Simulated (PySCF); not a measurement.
Structure problem from calculated spectra and properties.

Elements present: C, F and H. Monoisotopic mass: 134.0155 u.

* Triplet: lowest triplet excitation (Tamm–Dancoff): 8.83 eV [TDA wB97X-D/def2-SVPD]
* 1H NMR: chemical shifts (computed TMS as zero) by class: 6.42 (1 H), 5.11 (2 H) ppm [GIAO PBE0/pcSseg-1]
* 13C NMR: chemical shifts (computed TMS as zero) by class: 122.5 (1 C), 117.1 (1 C), 86.6 (1 C) ppm [GIAO PBE0/pcSseg-1]
* Dipole: 1.74 D [wB97X-D/def2-SVPD]
* UV, strongest line: among the 8 lowest singlet transitions: S2 at 9.77 eV (127 nm, f = 0.025) [TDDFT wB97X-D/def2-SVPD]
* Polarisability: 41.8 au [wB97X-D/def2-SVPD]
* UV, first state: lowest singlet excitation: 9.29 eV (133 nm, f = 0.007) [TDDFT wB97X-D/def2-SVPD]
* Rotational structure: rotational constants A, B, C: 2.495, 1.820, 1.431 GHz [GFN2-xTB]
* NMR, other nuclei: isotropic shieldings of nuclei other than C and H, by class: 319 (2 F), 334 (2 F), 448 (1 F) ppm [GIAO PBE0/pcSseg-1]

Gas-phase values; electronic properties from PySCF, density fitting. Levels stand in brackets. Isolated species at its GFN2-xTB geometry (one conformer only). Each NMR value is the plain mean over a class of atoms that symmetry, rotation or inversion makes alike.

Question: Which formula fits the mass and the elements?

Answer: C3H3F5 (calculated 134.0155). No other formula that holds each of these elements comes within 0.0003 u with a fitting electron parity and a possible valence count.

Question: Give a SMILES that accounts for the data.

Answer: Numbering: `[F:1][CH2:2][C:3]([F:4])([F:5])[CH:6]([F:7])[F:8]`. Its formula, C3H3F5, gives 0 degrees of unsaturation, so no ring and no π bond. 3 carbons fall into 3 classes; from least to most shielded: CF2 carbon [C3] (122.5 ppm), CHF2 carbon [C6] (117.1 ppm), sp3 C–F carbon [C2] (86.6 ppm). Hydrogen classes from least to most shielded: 1 H on a CHF2 carbon, C6 (6.42 ppm), 2 H on an sp3 C–F carbon, C2 (5.11 ppm). The other shieldings belong to: 319 ppm, fluorine of a CF2 group [F4/F5]; 334 ppm, fluorine of a CF2 group [F7/F8]; 448 ppm, alkyl fluorine [F1]. The optimised geometry has point group C1 and is an asymmetric top. Structure: `C(CF)(F)(F)C(F)F` (1,1,2,2,3-pentafluoropropane). The assignments are read from this structure; whether some other isomer fits the data as well wasn't checked.

Conformer computed: `[F:1][CH2:2][C:3]([F:4])([F:5])[CH:6]([F:7])[F:8]`: F1–C2–C3–F4 -169°, C2–C3–C6–F7 -169°.
